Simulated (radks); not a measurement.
The numbers below are computed, except where a source is named.
Question: These are the eigenvalues of the occupied orbitals of an atom or ion with whole-number occupations (hartree). Code: a radial shooting solver on a logarithmic mesh with Libxc functionals. Model: non-relativistic Kohn-Sham, Wu-Cohen GGA, spin-polarised, spherical densities, point nucleus.

orbital  eigenvalue
1s down   -236.3228
1s up     -236.3225
2s up     -29.14718
2s down   -29.08158
2p up     -25.30491
2p down   -25.25523
3s up      -5.22426
3s down    -5.08144
3p up      -4.10996
3p down    -3.96958
3d up      -2.30027

Which element is it, and in what charge state? The configuration may be excited. Open shells, if any, are filled with parallel spins first.

Answer: Z = 25, manganese, charge +4: Mn4+ in [Ar] 3d3. The list shows which subshells hold electrons but not how many an open one holds; the 1s level, -236.32 hartree, gives Z - s = 21.7 by -(Z - s)^2/2, which with screening narrows Z to a few neighbours, and the depths of the outer levels then fix element, charge and occupations together.
